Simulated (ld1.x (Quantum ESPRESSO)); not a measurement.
What one change does to a pseudopotential (boron (B), TM)

- Element: boron (B)
- Generator: ld1.x (Quantum ESPRESSO) 7.5
- Type: norm-conserving Troullier–Martins (Kleinman–Bylander form)
- Functional: LDA (PZ)
- Relativity: non-relativistic
- Frozen core: [He]
- Valence charge: 3
- Reference configuration: 2s1.5 2p0 (charge +1.5)
- Partial waves: 2s (bound): rc 1.05 bohr; 2p (bound, empty): rc 2.00 bohr; 3d channel at 0.05 Ry: rc 2.05 bohr
- Local potential: all-electron potential smoothed inside 1.35 bohr (lloc = -1)
- Core correction: Bessel-smoothed model core inside 0.90 bohr

Change: functional BLYP.

Cutoffs: the cutoffs (Ry, on a coarse ladder) from which the occupation-weighted sum of valence levels, in a spherical-Bessel basis at the reference potential, stays within 10 and 1 mRy of its value at 400 Ry; they do not see the model core or the augmentation charge, which bear on the density cutoff. Errors are all-electron minus pseudo energies relative to the spin-unpolarised reference configuration.

Predict the effect on cutoff, ghosts and configuration errors.

The potential gets softer (40 Ry and 80 Ry → 25 Ry and 80 Ry); the number of tests with a reliable result goes from 9 to 7; of the 7 tests that both files solve, the error grows in 6 and shrinks in 0 by more than 15 % and 0.3 meV (median size 37.0 → 43.6 meV); neither file shows a bound ghost.

| quantity | base | changed |
| --- | --- | --- |
| cutoff, loose | 40 Ry | 25 Ry |
| cutoff, tight | 80 Ry | 80 Ry |
| bound ghosts | none | none |
| error for 2s2 2p1, meV [ΔE -19.48 → -19.34 eV] | +37 | +44 |
| error for 2s2 2p0, meV [ΔE -11.16 → -11.16 eV] | +4.9 | +5.4 |
| error for 2s1 2p0, meV [ΔE 14.14 → 14.18 eV] | +6.6 | +7.8 |
| error for 2s1 2p1, meV [ΔE -5.21 → -5.12 eV] | +22 | +28 |
| error for 2s2 2p1.3, meV [ΔE -20.26 → -20.06 eV] | +42 | +49 |
| error for 2s1 2p2, meV [ΔE -13.80 → -13.56 eV] | +54 | +68 |
| error for 2s0 2p3, meV [ΔE -8.10 → -7.75 eV] | +81 | +106 |
| s: phases at 2.25 bohr within 0.05 rad from the reference energy up to (Ry; the scan ends near 5) | 1.4 | 1.4 |
| p: phases at 2.25 bohr within 0.05 rad from the reference energy up to (Ry; the scan ends near 5) | 1.3 | 1.3 |
| d: phases at 2.25 bohr within 0.05 rad from the reference energy up to (Ry; the scan ends near 5) | to the end of the scan | to the end of the scan |
